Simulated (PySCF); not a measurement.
C4H8BN, SMILES B(C)(N)CC#C. Atoms are numbered in the order given.

```xyz
14

C      2.3332    -0.2326     1.2614
C      1.5988    -0.2075     0.2819
C      0.6798    -0.1576    -0.8477
B     -0.8292     0.1292    -0.3609
C     -1.5565    -0.8832     0.6110
N     -1.4706     1.2877    -0.8251
H      2.9924    -0.2592     2.1166
H      1.0249     0.6017    -1.5845
H      0.6959    -1.1370    -1.3793
H     -2.5740    -0.5707     0.9220
H     -1.6383    -1.8859     0.1377
H     -0.9434    -1.0333     1.5250
H     -1.0269     1.9709    -1.4401
H     -2.4227     1.5395    -0.5568
```

The structure is a stationary point at PBE-D3(BJ)/def2-SVP. The structure was generated by enumeration, and PubChem lists no compound with its InChIKey, so it may never have been made. One conformer was computed; it need not be the lowest.

All values below come from PySCF with PBE0/pcSseg-1.

GIAO shieldings, no solvent; atoms listed in one row are averaged. δ = σ(ref) − σ: ¹³C against TMS (σ = 186.3 ppm); ¹¹B against BF3 (σ = 88.8 ppm); ¹⁵N against NH3 (σ = 267.4 ppm); ¹H against TMS (σ = 31.56 ppm), references at their B3LYP-D3(BJ)/def2-TZVP geometries, non-relativistic.

Computed chemical shifts:
```csv
nucleus,atoms,count,δ (ppm)
¹³C,C2,1,89.1
¹³C,C1,1,75.5
¹³C,C3,1,17.0
¹³C,C5,1,7.4
¹¹B,B4,1,31.7
¹⁵N,N6,1,114.1
¹H,H14,1,4.19
¹H,H13,1,4.10
¹H,H9,1,2.28
¹H,H7,1,2.22
¹H,H8,1,1.97
¹H,"H10, H11, H12",3,1.07
```
